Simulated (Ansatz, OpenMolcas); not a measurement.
## AlCl2F (SMILES [F][Al]([Cl])[Cl]): methods side by side

AlCl2F: 4 atoms, total charge 0, spin state singlet. SMILES: `[F][Al]([Cl])[Cl]`. Geometry: relaxed at PBE0-D4/def2-TZVP.

Each level gives the atomisation enthalpy at 298 K (kJ/mol). The values are calculated. The thermal term (zero-point and 298 K enthalpy, harmonic and unscaled) is that of PBE0-D4/def2-TZVP; the spin-orbit lowering of the free atoms at 298 K, 8.4 kJ/mol by their spectra, is taken off.

**The experiment to reproduce.** NIST-JANAF tables; in doubt, as an older value, an estimate or one at odds with other calculations gives the atomisation enthalpy at 298 K of the gas as 1442 kJ/mol.

| level | kind | program | value (kJ/mol) | computed − measured | CPU time (all runs) |
| --- | --- | --- | --- | --- | --- |
| HF/def2-SVPD | Hartree–Fock | Ansatz | 1108 | -334 | 2.6 s |
| BLYP/def2-SVPD | GGA | OpenMolcas | 1360 | -82 | 36 s |
| TPSS/def2-SVPD | meta-GGA | OpenMolcas | 1405 | -37 | 40 s |
| BHLYP/def2-SVPD | global hybrid | Ansatz | 1338 | -104 | 7.9 s |
| wB97M-V/def2-SVPD | range-separated hybrid | Ansatz | 1432 | -10 | 54 s |
| B2PLYP/def2-SVPD | double hybrid | Ansatz | 1386 | -56 | 10 s |
| MP2/def2-SVPD | perturbation theory | Ansatz | 1434 | -8 | 3.2 s |
| CCSD(T)/def2-SVPD | coupled cluster or CI | Ansatz | 1352 | -90 | 14 s |
| FCI/STO-3G | exact in the basis | Ansatz | 1424 | -18 | 12 s |

Nearest: MP2/def2-SVPD (-8 kJ/mol); farthest: HF/def2-SVPD (-334 kJ/mol). Computed less measured by kind, in kJ/mol (of the ab initio rows, those in def2-SVPD): Hartree–Fock -334; GGA -82; meta-GGA -37; global hybrid -104; range-separated hybrid -10; double hybrid -56; perturbation theory -8; coupled cluster or CI -90. Wave-function methods converge slowly with the basis and bind too weakly in sets of this size; that is part of their error here. The measured heats of formation of B, Si, Al and metal atoms are uncertain by some kJ/mol each. High-level rows in very small sets aren't better than simpler rows in larger ones. In so small a basis fixed costs decide the times, and correlated methods can beat functionals. Times are those of the runs behind each value, whatever else they computed, on shared processors of several kinds: orders of magnitude only.
